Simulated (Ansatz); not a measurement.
`[CH3][SnH2][CH2]F` and `[CH3][SnH2][CH2]Cl` differ in one atom or group.

Ansatz, PBE0-D4/def2-TZVP geometries, multiplicity 1. Each molecule was computed in one conformer, which needn't be the lowest.

Elements past krypton have def2 core potentials.

```json
{"property": "HOMO–LUMO gap (ωB97M-V/def2-TZVPP) / eV", "`[CH3][SnH2][CH2]F`": "11.49"}
{"property": "size of the dipole moment (B3LYP/def2-TZVPP) / D", "`[CH3][SnH2][CH2]F`": "1.30"}
{"property": "size of the dipole moment (ωB97M-V/def2-TZVPP) / D", "`[CH3][SnH2][CH2]F`": "1.33"}
{"property": "LUMO energy (B3LYP/def2-TZVPP) / eV", "`[CH3][SnH2][CH2]F`": "-0.02"}
{"property": "size of the dipole moment (PBE/def2-TZVPP) / D", "`[CH3][SnH2][CH2]F`": "1.15"}
{"property": "HOMO energy (PBE/def2-TZVPP) / eV", "`[CH3][SnH2][CH2]F`": "-6.47"}
```

**Question.** Give the same properties after the change, and the shifts. (Estimate.)

**Answer.** Computed: 
| property | `[CH3][SnH2][CH2]Cl` | shift |
| --- | --- | --- |
| HOMO–LUMO gap (ωB97M-V/def2-TZVPP) / eV | 11.08 | -0.41 |
| size of the dipole moment (B3LYP/def2-TZVPP) / D | 1.53 | 0.23 |
| size of the dipole moment (ωB97M-V/def2-TZVPP) / D | 1.57 | 0.24 |
| LUMO energy (B3LYP/def2-TZVPP) / eV | -0.27 | -0.25 |
| size of the dipole moment (PBE/def2-TZVPP) / D | 1.43 | 0.28 |
| HOMO energy (PBE/def2-TZVPP) / eV | -6.31 | 0.16 |

With PBE0 the HOMO rises by 0.24 eV and the LUMO falls by 0.27 eV, so the gap narrows by about 0.51 eV. PBE moves the HOMO by 0.16 eV and ωB97M-V by 0.28 eV. Dipoles are sizes alone; their direction can turn.

B3LYP here is the variant with VWN-RPA as its local correlation; programs differ in this.
